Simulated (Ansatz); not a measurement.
The cluster Be₃⁺ (the lowest doublet isomer of a short search), 3 atoms. Hardware: 4 threads of Arm Neoverse V1 on a shared host.

Correlated methods freeze no core orbitals.

How many basis functions does each of these Ansatz runs have, and roughly what does it cost? CCSD(T)/def2-TZVPP, charge 1 quartet, energy, from earlier orbitals; LDA (SPW92)/def2-TZVP, charge 1 doublet, energy, from earlier orbitals; PBE/def2-TZVP, charge 1 doublet, energy, from earlier orbitals; PBE/def2-TZVP, charge 0 triplet at the geometry of the charge 1 doublet, energy, from earlier orbitals; HF/def2-TZVP, charge 1 quartet, energy, from earlier orbitals; PBE0/def2-TZVP, charge 0 singlet at the geometry of the charge 1 doublet, energy; PBE0/def2-TZVP, charge 1 quartet, relaxation, 19 steps; LDA (SPW92)/def2-TZVP, charge 1 quartet, energy, from earlier orbitals; r2SCAN/def2-TZVP, charge 0 triplet at the geometry of the charge 1 doublet, energy, from earlier orbitals; MP2/def2-TZVP, charge 1 quartet, energy, from earlier orbitals; r2SCAN/def2-TZVP, charge 0 singlet at the geometry of the charge 1 doublet, energy, from earlier orbitals; PBE0/def2-TZVP, charge 0 triplet at the geometry of the charge 1 doublet, energy.

Other jobs shared the machine, so times can vary by a factor of up to 3. A dash marks memory too small to be measured apart from the calling script's.

| run | functions | fitting or Cholesky vectors | wall time | peak host memory (GiB) |
| --- | --- | --- | --- | --- |
| HF/def2-TZVP, charge 1 quartet, energy, from earlier orbitals | 57 | 480 | 0.2 s | – |
| MP2/def2-TZVP, charge 1 quartet, energy, from earlier orbitals | 57 | 471 | 0.25 s | – |
| PBE0/def2-TZVP, charge 0 singlet at the geometry of the charge 1 doublet, energy | 57 | 423 | 0.3 s | – |
| LDA (SPW92)/def2-TZVP, charge 1 doublet, energy, from earlier orbitals | 57 | 423 | 0.35 s | – |
| r2SCAN/def2-TZVP, charge 0 singlet at the geometry of the charge 1 doublet, energy, from earlier orbitals | 57 | 423 | 0.71 s | – |
| PBE/def2-TZVP, charge 1 doublet, energy, from earlier orbitals | 57 | 423 | 0.76 s | – |
| LDA (SPW92)/def2-TZVP, charge 1 quartet, energy, from earlier orbitals | 57 | 423 | 0.76 s | – |
| CCSD(T)/def2-TZVPP, charge 1 quartet, energy, from earlier orbitals | 57 | 471 | 1.1 s | – |
| PBE0/def2-TZVP, charge 0 triplet at the geometry of the charge 1 doublet, energy | 57 | 423 | 1.2 s | – |
| PBE/def2-TZVP, charge 0 triplet at the geometry of the charge 1 doublet, energy, from earlier orbitals | 57 | 423 | 1.4 s | – |
| r2SCAN/def2-TZVP, charge 0 triplet at the geometry of the charge 1 doublet, energy, from earlier orbitals | 57 | 423 | 9.5 s | – |
| PBE0/def2-TZVP, charge 1 quartet, relaxation, 19 steps | 57 | 423 | 13 s | – |
